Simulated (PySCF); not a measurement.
# Electron correlation in Cu (copper, neutral)

[Ar] 3d9 4s1 4p1, one real determinant (an excited configuration). All numbers are calculated (PySCF 2.14, the spin-free X2C one-electron Hamiltonian (Gaussian nucleus), in x2c-TZVPPall (6s5p4d2f1g, 64 functions)). Frozen: [Ne]; 19 electrons correlated.

```tsv
level	correlation energy (mhartree)
CCSD	-639.85
(T)	-13.37
CCSD(T)	-653.22
```

Diagnostics: T1 = 0.012, D1 = 0.0385, largest double amplitude 0.038.

Q: Is a single reference adequate?

A: Yes: T1 lies below 0.03 and no double amplitude reaches 0.07.

The basis was made for the ground configuration and has no added diffuse functions, which can raise the energy of the promoted electron.

The reference is one real determinant that mixes LS terms of this configuration.

This basis was not built for core-valence correlation, so the inner-shell part is incomplete.
